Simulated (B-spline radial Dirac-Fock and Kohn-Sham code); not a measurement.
# Satellites and hypersatellites of the K lines of Sm⁴⁺

System: the Sm⁴⁺ ion, configuration [Xe] 4f4.

Level of theory: Dirac-Fock ΔSCF + Breit + QED; an atomic code on a B-spline grid. Each two-hole energy is an average over J within one jj subconfiguration, not an observable level; in light atoms, where LS coupling holds, the j-resolved values are not observed lines, and for a K spectator the Kα1 hypersatellite is nearly forbidden. The model has no electron correlation.

Lines without a spectator: Kα2 (K-L2) 39519.1 eV, Kα1 (K-L3) 40114.6 eV, Kβ3 (K-M2) 45284.0 eV, Kβ1 (K-M3) 45406.7 eV. Shifts in eV with one spectator hole (a dash: not computed, or left out as unreliable):

| spectator hole | Kα2 | Kα1 | Kβ3 | Kβ1 |
| --- | --- | --- | --- | --- |
| K (1s) | +761.9 | +800.8 | +979.9 | +988.7 |
| L2 (2p1/2) | +90.5 | +117.5 | – | +237.1 |
| L3 (2p3/2) | +78.6 | +82.1 | +195.3 | – |
| M2 (3p1/2) | – | +16.25 | +34.3 | +41.0 |
| M3 (3p3/2) | +10.38 | – | +32.2 | +32.0 |
| M4 (3d3/2) | +2.89 | -0.41 | – | – |
| M5 (3d5/2) | -1.45 | +1.45 | – | – |

Run: 73 s of CPU time on 1 thread of Neoverse-N1 (shared host), peak memory 0.54 GiB.
